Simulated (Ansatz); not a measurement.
Geometry optimisation, RKS B3LYP-D4/def2-SVP in Ansatz 0.2.0.

Input file:

```yaml
crystal:
  periodic: [false, false, false]
  atoms:
    - { symbol: Al, position_ang: [-0.886, 2.4249, 0.5816] }
    - { symbol: C, position_ang: [-0.9609, 0.5101, 0.194] }
    - { symbol: Si, position_ang: [0.7262, -0.0755, -0.2636] }
    - { symbol: Si, position_ang: [0.8193, -2.2935, -0.3955] }
    - { symbol: I, position_ang: [1.4529, 0.8498, -2.4414] }
    - { symbol: H, position_ang: [0.2018, 3.0295, 1.5492] }
    - { symbol: H, position_ang: [-2.3164, 3.2073, 0.728] }
    - { symbol: H, position_ang: [-1.2656, -0.0054, 1.0957] }
    - { symbol: H, position_ang: [-1.6464, 0.3182, -0.6027] }
    - { symbol: H, position_ang: [1.7127, 0.3334, 0.8179] }
    - { symbol: H, position_ang: [2.0828, -2.7793, -0.7163] }
    - { symbol: H, position_ang: [-0.1867, -2.7091, -1.4175] }
    - { symbol: H, position_ang: [0.2867, -2.8451, 0.8854] }
basis:
  gaussian: { orbitals: def2-SVP }
hamiltonian:
  xc: b3lyp
  dispersion: d4
relax:
  f_tol: 0.015
  max_steps: 40
```

Command:

```bash
$ ansatz run input.yaml --threads 2 --pin off --max-ram 3072MiB --backend cpu --events-out ev --progress --plain --runs-dir out
```

Where does it end, and by what steps?

The run converged. The force dipped under the threshold on the way, but the program's further checks kept it going. After 33 steps the energy has fallen by 0.754 eV; H7 moved furthest, 2.02 Å. Joined: Al1–I5.

| step | energy less start (eV) | largest force component (eV/Å) | accepted |
| --- | --- | --- | --- |
| 0 | 0.0000 | 2.187 | yes |
| 2 | -0.5576 | 0.173 | yes |
| 4 | -0.5726 | 0.091 | yes |
| 6 | -0.6028 | 0.088 | yes |
| 8 | -0.6417 | 0.273 | yes |
| 10 | -0.6982 | 0.317 | yes |
| 12 | -0.7283 | 0.207 | yes |
| 14 | -0.7386 | 0.059 | yes |
| 16 | -0.7475 | 0.068 | yes |
| 18 | -0.7505 | 0.064 | yes |
| 20 | -0.7528 | 0.031 | yes |
| 22 | -0.7533 | 0.021 | yes |
| 24 | -0.7537 | 0.023 | yes |
| 26 | -0.7539 | 0.029 | yes |
| 28 | -0.7540 | 0.018 | yes |
| 30 | -0.7540 | 0.011 | yes |
| 32 | -0.7540 | 0.014 | yes |
| 33 | -0.7540 | 0.014 | yes |

```xyz
13
Properties=species:S:1:pos:R:3
Al -0.921 2.323 0.078
C -0.841 0.520 0.954
Si 0.749 -0.251 0.390
Si 0.637 -2.284 -0.778
I 1.561 1.426 -1.396
H -0.334 3.552 0.888
H -1.932 2.508 -1.129
H -0.848 0.606 2.053
H -1.702 -0.092 0.637
H 1.845 -0.210 1.397
H 1.963 -2.606 -1.377
H -0.386 -2.147 -1.854
H 0.230 -3.379 0.153
```

Whether the end is a true minimum wasn't checked by a vibrational analysis.

Run time: 3.7 min on 2 threads of Arm Neoverse V1, with other jobs on the host, peak memory 0.39 GiB.
